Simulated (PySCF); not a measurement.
C3H7NSi, SMILES NCC#C[SiH3]. Atoms are numbered in the order given.

```xyz
12

N     -2.7453     0.9749     0.2263
C     -2.1168    -0.3084    -0.0232
C     -0.6504    -0.3041    -0.0460
C      0.5685    -0.2466    -0.0548
Si     2.3939    -0.1757    -0.0716
H     -2.4504     1.6464    -0.4804
H     -2.4246     1.3483     1.1179
H     -2.4564    -1.0296     0.7399
H     -2.4841    -0.7080    -0.9840
H      2.9101     0.0610     1.3091
H      2.9473    -1.4641    -0.5834
H      2.8528     0.9361    -0.9563
```
Charge 0, spin multiplicity 1.

Geometry optimised at PBE0-D3(BJ)/def2-SVP. One conformer was computed; it need not be the lowest.

Two levels are set side by side: PBE/pcSseg-1 (PySCF) and KT2/pcSseg-1 (PySCF). GIAO shifts against NH3 (¹⁵N), TMS (²⁹Si), TMS (¹H), TMS (¹³C) at the same level; non-relativistic, no solvent, atoms listed together averaged. Differences are taken from unrounded values.

| quantity | KT2 | PBE | PBE minus KT2 |
|---|---|---|---|
| δ(¹⁵N) of N1 (ppm) | 47.2 | 47.5 | 0.3 |
| δ(¹³C) of C2 (ppm) | 39.5 | 39.7 | 0.2 |
| δ(¹³C) of C3 (ppm) | 114.5 | 120.9 | 6.4 |
| δ(¹³C) of C4 (ppm) | 71.7 | 78.7 | 7.0 |
| δ(²⁹Si) of Si5 (ppm) | -98.7 | -102.1 | -3.4 |
| δ(¹H) of H6, H7 (ppm) | 0.73 | 0.65 | -0.07 |
| δ(¹H) of H8, H9 (ppm) | 3.88 | 3.84 | -0.03 |
| δ(¹H) of H10, H11, H12 (ppm) | 4.55 | 4.55 | 0.00 |

Rough cost on one machine, each run with all the roots and properties that it gave: KT2 against PBE within a factor of 2.
